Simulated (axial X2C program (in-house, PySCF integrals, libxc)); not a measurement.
## Ω levels of GdBr from open-shell CI on f7 s2

Calculated with an axial X2C code built on PySCF integrals: two-component X2C with atomic mean-field Coulomb and Gaunt terms, basis Gd dyall-v3z, Br dyall-v3z (cores contracted in-house). Orbitals come from Hartree–Fock averaged over the configuration Gd f7 s2; CI then distributes these electrons over the f, s shells of Gd.

R = 2.649 Å (near the minimum of the configuration average).

Active spinors (ω > 0):

| shell | ω | ε (eV) | character |
| --- | --- | --- | --- |
| f | 5/2 | -7.18 | 100% Gd f |
| f | 3/2 | -7.09 | 100% Gd f |
| f | 1/2 | -7.03 | 100% Gd f |
| f | 7/2 | -6.55 | 100% Gd f |
| f | 5/2 | -6.48 | 100% Gd f |
| f | 3/2 | -6.41 | 100% Gd f |
| f | 1/2 | -6.38 | 100% Gd f |

Filled shells are left out: they mix freely with the closed shells.

Lowest levels of this model:

```csv
Ω,energy (cm⁻¹),g∥,μ (D),configuration
7/2,0,13.98,-3.12,100% f7 s2
5/2,4,9.98,-3.12,100% f7 s2
3/2,6,5.99,-3.12,100% f7 s2
1/2,7,2.00,-3.12,100% f7 s2
```

g∥ is the magnitude of 2⟨Lz + ge Sz⟩ for the +Ω component. μ is positive if the Br end is positive.

**Question.** From Ω and g∥ of the lowest level, whose 2⟨Lz + ge Sz⟩ is positive, find ⟨Sz⟩ and ⟨Lz⟩ (ge = 2.0023).

**Answer.** Ω = ⟨Lz⟩ + ⟨Sz⟩ = 7/2 and ⟨Lz⟩ + ge⟨Sz⟩ = 6.990, so ⟨Sz⟩ = 3.48 and ⟨Lz⟩ = 0.02.

Occupations of the active spinors in the lowest level by ω, shell by shell in order of energy: -7/2: 0.00; -5/2: 0.91 0.09; -3/2: 0.80 0.20; -1/2: 0.66 0.34 1.00; 1/2: 0.47 0.53 1.00; 3/2: 0.30 0.70; 5/2: 0.15 0.85; 7/2: 1.00. The leading determinant has weight 0.15 among 789.

This point took 2.5 s on 1 thread of Arm Neoverse V2 (shared host).

Dynamic correlation is missing, so gaps between terms are too wide and other configurations may lie lower; the lowest level listed is that of this model, not necessarily the ground state. At most 4 roots were kept for each Ω > 0 (twice that for Ω = 0) within 2.2 eV of the lowest, so higher up levels can be missing between those listed; levels with Ω > 0 are doubly degenerate and listed once, Ω = 0 levels singly.
